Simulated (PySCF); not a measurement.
Cl2H4SSi2, SMILES Cl[SiH2]S[SiH2]Cl.

Geometry: r2SCAN-D4/def2-SVP. The structure was generated by enumeration, and PubChem lists no compound with its InChIKey, so it may never have been made. One conformer was computed; it need not be the lowest.

The numbers are results of ωB97X/def2-TZVP (PySCF), not measurements.

Symmetry labels are those of the subgroup C2 that the program uses (full group C2).

Q: List the valence orbital energies around the gap with their symmetry. (An estimate is asked for; the answer gives what the named calculation found.)

A: 
```tsv
orbital	symmetry	energy (eV)
HOMO−7	A	-13.67
HOMO−6	B	-13.01
HOMO−5	A	-12.67
HOMO−4	B	-11.83
HOMO−3	A	-11.75
HOMO−2	B	-11.61
HOMO−1	A	-11.28
HOMO	B	-10.45
LUMO	A	1.45
LUMO+1	A	1.96
LUMO+2	B	1.98
LUMO+3	A	2.45
```
